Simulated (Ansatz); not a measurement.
`[SiH3][CH2][InH2]` + NH₃ → `N[CH2][InH2]` + SiH₄ at 400 K and 1 bar (substitution at a C–Si bond).

Program: Ansatz. Geometries: PBE0-D4/def2-TZVP. ΔE: electronic, gas phase. CCSD(T)/CBS is the MP2 limit (def2-TZVPP, def2-QZVPP) plus CCSD(T) − MP2 in def2-TZVPP, frozen cores. This one scheme is used for every species. def2 core potentials past Kr. For In outer-core shells are correlated without core-valence functions, which leaves a few kJ/mol of doubt a bond. Each species was taken in one conformer, which may not be the lowest.

```csv
species,CCSD(T)/CBS energy (Eh),H − E (kJ/mol),S (J/(mol·K))
`[SiH3][CH2][InH2]`,-521.12346,196.2,384.9
NH₃,-56.50880,104.2,203.1
`N[CH2][InH2]`,-286.12674,198.6,352.7
SiH₄,-291.46306,96.9,218.6
```

H − E and S are ideal-gas, rigid-rotor, harmonic terms from PBE0-D4/def2-TZVP, for one conformer and one mirror image of each species. 1 Eh = 2625.50 kJ/mol, R = 8.31446 J/(mol·K).

Question: By hand: ΔE, ΔH, ΔS and ΔG.

Answer: ΔE = (-286.12674) + (-291.46306) − (-521.12346) − (-56.50880) = 0.04246 Eh = 111.5 kJ/mol. Δ(H − E) = 198.6 + 96.9 − 196.2 − 104.2 = -4.9, so ΔH = 106.6 kJ/mol. ΔS = 352.7 + 218.6 − 384.9 − 203.1 = -16.7 J/(mol·K). ΔG = 106.6 − 400 × (-16.7)/1000 = 113.3 kJ/mol.

Question: By hand: the equilibrium constant, and the temperature at which ΔG would vanish if ΔH and ΔS stayed fixed.

Answer: log₁₀ K = −ΔG/(RT ln 10) = -14.8. ΔH and −TΔS have one sign here, so there is no such temperature.

ΔH outweighs TΔS. A doubt of 5 kJ/mol in ΔE shifts log₁₀ K by 0.7 here. Other conformers and mirror images would add mixing entropy, several J/(mol·K) or more a flexible species. These are equilibria of isolated gas molecules and say nothing of rates. Largest T1 diagnostic: 0.013 (customary marks: 0.02 for closed shells, 0.045 for open ones).
